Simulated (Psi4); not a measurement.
Conformational energy of SMILES N#C[SiH2][SiH2]C#N (C₂H₄N₂Si₂). Scanned: dihedral C2–Si3–Si4–C5; all other coordinates were relaxed at B3LYP-D3(BJ)/def2-SVP. Points at φ and −φ are mirror images.

Geometry of the scan point at 120° (Å):
```
10

N      3.3417    -0.2218    -1.0104
C      2.3990    -0.3517    -0.3450
Si     0.8545    -0.5335     0.6735
Si    -0.9720     0.0267    -0.7228
C     -2.0685    -1.4717    -0.8104
N     -2.7310    -2.4250    -0.8356
H      0.7679    -1.9422     1.1349
H      0.9650     0.4004     1.8246
H     -0.5210     0.3514    -2.0997
H     -1.7769     1.1362    -0.1478
```

Level of theory: DF-MP2 (frozen core)/cc-pVTZ // B3LYP-D3(BJ)/def2-SVP in Psi4 1.11.

Scanned values (°): -150, -120, -90, -60, -30, 0, 30, 60, 90, 120, 150, 180.

Task: At which scan points does the profile have its minima and maxima, and how high do they lie?

Result: Lower than their neighbours: -60° (0.47 kcal/mol), 60° (0.47 kcal/mol), 180° (0.00 kcal/mol). Higher than their neighbours: -120° (1.19 kcal/mol), 0° (1.92 kcal/mol), 120° (1.19 kcal/mol). The whole profile spans 1.92 kcal/mol.
